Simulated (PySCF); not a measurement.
CH₄FGaO₂.

```xyz
9

Ga     0.0500     0.2980     0.1876
F      0.9432     1.7891     0.3190
O     -1.1787    -0.0940     1.3988
H     -1.2691     0.5814     2.0799
O      0.4132    -0.7696    -1.1607
C     -0.2358    -1.9958    -1.3822
H     -0.7440    -1.9812    -2.3618
H      0.5051    -2.8136    -1.4015
H     -0.9906    -2.2423    -0.6141
```
Charge 0, spin multiplicity 1.

Coordinates come from a PBE0-D3(BJ)/def2-SVP optimisation. The structure was generated by enumeration; whether it is a known compound was not checked. Other conformers were not sampled.

The numbers are results of PBE/pcSseg-1 in PySCF, not measurements. Non-relativistic, no solvent.

Question: Give the absolute GIAO shielding of each atom: isotropic value and principal components (ppm). (Estimate from the structure and the level; the computed values follow.)

Answer: 
```csv
atom,σ(iso),σ11,σ22,σ33,span
Ga1,1478.7,1234.1,1502.0,1699.9,465.8
F2,334.4,237.8,339.7,425.6,187.8
O3,290.5,224.8,317.6,329.1,104.3
H4,29.4,21.7,23.7,42.9,21.2
O5,278.3,183.0,302.0,349.8,166.8
C6,119.9,87.5,92.2,179.9,92.3
H7,27.0,23.1,24.1,33.9,10.9
H8,27.0,23.1,24.2,33.9,10.9
H9,26.8,21.4,25.3,33.7,12.3
```
